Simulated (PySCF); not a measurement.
C₃H₃F₃, SMILES F[C@H]1CC1(F)F. Atoms are numbered in the order given.

```xyz
9

F      1.6980    -0.0817    -0.8734
C      0.9545     0.2128     0.2102
C     -0.0893     1.3089     0.0814
C     -0.4886    -0.1159     0.1867
F     -0.9958    -0.7266    -0.8823
F     -1.0710    -0.5558     1.3062
H      1.4976     0.1133     1.1566
H     -0.2523     1.9750     0.9321
H     -0.1859     1.7533    -0.9131
```

Coordinates come from a PBE0-D3(BJ)/def2-SVP optimisation. The structure was generated by enumeration; whether it is a known compound was not checked.

These are KT2/pcSseg-1 (PySCF) values and carry that method's errors.

GIAO shieldings, no solvent; atoms listed in one row are averaged. δ = σ(ref) − σ: ¹⁹F against CFCl3 (σ = 127.1 ppm); ¹³C against TMS (σ = 185.1 ppm); ¹H against TMS (σ = 31.47 ppm), references at their B3LYP-D3(BJ)/def2-TZVP geometries, non-relativistic.

Computed chemical shifts:
```csv
nucleus,atoms,count,δ (ppm)
¹⁹F,F6,1,-176.4
¹⁹F,F5,1,-195.4
¹⁹F,F1,1,-273.4
¹³C,C4,1,113.2
¹³C,C2,1,74.6
¹³C,C3,1,22.3
¹H,H7,1,4.79
¹H,"H8, H9",2,1.72
```
